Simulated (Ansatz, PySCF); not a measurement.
Isomers of CH5AlFN: 1 is [NH2][Al]([CH3])[F], 2 is C[NH][AlH][F]; one conformer of each (the lowest of an xTB search), B3LYP-D3(BJ)/def2-TZVP minima.
Isomer 1 (charge 0, multiplicity 1):
| atom | x (Å) | y (Å) | z (Å) |
|---|---|---|---|
| C | -1.4923 | -0.1543 | -0.0641 |
| Al | 0.3061 | 0.3154 | 0.4924 |
| N | 1.7632 | -0.1049 | -0.4091 |
| F | 0.5411 | 1.1670 | 1.8990 |
| H | -1.4980 | -0.7107 | -1.0036 |
| H | -2.1070 | 0.7391 | -0.1999 |
| H | -1.9894 | -0.7675 | 0.6917 |
| H | 1.7745 | -0.6177 | -1.2764 |
| H | 2.7019 | 0.1337 | -0.1301 |
Isomer 2 (charge 0, multiplicity 1):
```xyz
9

C     -1.244     0.102     0.356
N     -0.107    -0.003    -0.551
Al     1.597    -0.123    -0.125
F      2.696    -0.233    -1.361
H     -1.939    -0.736     0.244
H     -0.895     0.098     1.391
H     -1.806     1.029     0.206
H     -0.392    -0.003    -1.520
H      2.089    -0.129     1.360
```

No zero-point or thermal terms.

Frozen-core correlation. Rows in 3-21G carry no dispersion term and start afresh at each structure.

Run with Ansatz (Gaussian basis) for Hartree–Fock, density functionals and correlated methods; PySCF for 3-21G rows. Values without a source in brackets are computed.

Q: One of these levels gives 17.43 kcal/mol for the electronic energy of isomer 2 less that of isomer 1. Name it.
A. HF/3-21G
B. BLYP/def2-TZVPP
C. CCSD/cc-pV(D+d)Z

A: C, CCSD/cc-pV(D+d)Z. The others give 26.31 (HF/3-21G), 20.74 (BLYP/def2-TZVPP)

Ansatz is a first-principles code.
